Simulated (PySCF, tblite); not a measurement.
A set of runs on `C=Cc1ccccc1[NH2+]` [radical]; the geometry of each is named by its level. Settings lines and outputs come from a driver script.

Compound: C8H9N (charge +1 and doublet state).
Bonds: C1–C2 (double), C2–C3, C3–C4 (aromatic), C4–C5 (aromatic), C5–C6 (aromatic), C6–C7 (aromatic), C7–C8 (aromatic), C8–N9, C3–C8 (aromatic). Hydrogens: H10, H11 on C1; H12 on C2; H13 on C4; H14 on C5; H15 on C6; H16 on C7; H17, H18 on N9.

Step 1: GFN2-xTB geometry optimisation, gas phase (tblite 0.8.0) (from a force-field or distance-geometry start)
```json
{"job": {"kind": "relax", "xc": "GFN2-xTB", "basis": "xTB"}, "charge": 1, "multiplicity": 2}
```
```
step      E/eV     max force
  0    -656.70302    2.831
  1    -656.83187    1.207
  2    -656.86103    0.549
...
 54    -656.99140    0.015
 55    -656.99144    0.013
 56    -656.99146    0.013
 57    -656.99147    0.010
 58    -656.99148    0.008
```

Energy lowered by 6.7 kcal/mol over 58 steps; largest atomic force 0.008 eV/Å at the end. «max force» is the largest atomic force in eV/Å.

The run took 0.33 s on Arm Neoverse V2, one thread, shared host with 96 logical CPUs at a one-minute load of 48.

Step 2: GFN2-xTB harmonic vibrations, gas phase (tblite 0.8.0) (on the GFN2-xTB geometry)
```json
{"job": {"kind": "ir", "xc": "GFN2-xTB", "basis": "xTB"}, "charge": 1, "multiplicity": 2}
```
```
(table of modes left out)
```

48 modes from 81 to 3468 cm⁻¹ (unscaled, harmonic); zero-point energy 90.4 kcal/mol; all wavenumbers are real at this level.

Hardware: an Arm Neoverse V2 with one thread (shared host). Cost: 0.54 s.

Step 3: UKS B3LYP, pcH-1 on C H N, non-relativistic, mean-field spin-orbit, GIAO (PySCF 2.14.0) (on the GFN2-xTB geometry)
```json
{"job": {"kind": "epr", "basis": "pcH-1"}, "charge": 1, "multiplicity": 2}
```
```
...
E = -364.76442273 Eh   <S^2> = 0.7727 (exact 0.7500)
g shifts (ppm)      1          2          3
  rmc          -170       -170       -170
  gc              4         41         34
  oz_so          -5        378       1171
  total        -171        249       1035
hyperfine (MHz)  atom isotope    a_iso     a_fc   dipolar eigenvalues
    0   13C      20.32      20.32    -19.58    -19.09     38.67
    1   13C     -19.08     -19.08     -8.83      2.65      6.18
    2   13C      21.45      21.45    -22.80    -20.74     43.53
    3   13C     -21.84     -21.84    -17.66      8.18      9.48
    4   13C      22.55      22.55    -22.67    -21.26     43.93
    5   13C      -9.24      -9.24     -0.63     -0.15      0.78
    6   13C       2.57       2.57     -7.32     -6.15     13.47
    7   13C     -10.00     -10.00    -12.65    -10.39     23.04
    8   14N      12.77      12.77    -15.17    -14.98     30.16
    9    1H     -15.64     -15.64     -7.99     -1.49      9.48
   10    1H     -16.21     -16.21     -9.24     -1.11     10.35
   11    1H       7.79       7.79     -3.38     -1.46      4.84
   12    1H       6.55       6.55     -3.07     -1.50      4.57
   13    1H     -18.59     -18.59    -10.89     -1.26     12.15
   14    1H      -0.41      -0.41     -2.08     -1.73      3.81
...
```

⟨S²⟩ 0.773; g_iso 2.0027. rmc, gc and oz_so are the mass-correction, gauge-correction and orbital-Zeeman/spin–orbit parts of the g shift along its three principal axes; a_iso is the isotropic hyperfine coupling and a_fc its Fermi-contact part. The log counts atoms from 0, this text from 1.

The run took 1.8 min of wall time (grids of density and orbitals included) on Arm Neoverse V2, one thread, shared host, and the process peaked at 1.2 GiB of memory.

Geometry of the electronic-property runs (GFN2-xTB):
```
atom  x, y, z in Å
C1     2.8530    0.3272   -0.4123
C2     1.8152   -0.3587    0.0970
C3     0.4374    0.0552    0.0317
C4     0.0842    1.3914   -0.1771
C5    -1.2319    1.8004   -0.1894
C6    -2.2727    0.8690    0.0043
C7    -1.9799   -0.4485    0.2089
C8    -0.6351   -0.9018    0.2172
N9    -0.3971   -2.2022    0.3589
H10    2.7321    1.2392   -0.9717
H11    3.8603   -0.0383   -0.3089
H12    2.0287   -1.2932    0.6005
H13    0.8647    2.1255   -0.2948
H14   -1.4714    2.8424   -0.3331
H15   -3.2977    1.2044   -0.0119
H16   -2.7673   -1.1720    0.3581
H17   -1.1673   -2.8471    0.4703
H18    0.5360   -2.5865    0.3405
```

 (This holds for the electronic-property runs.)

One conformer stands for the species.
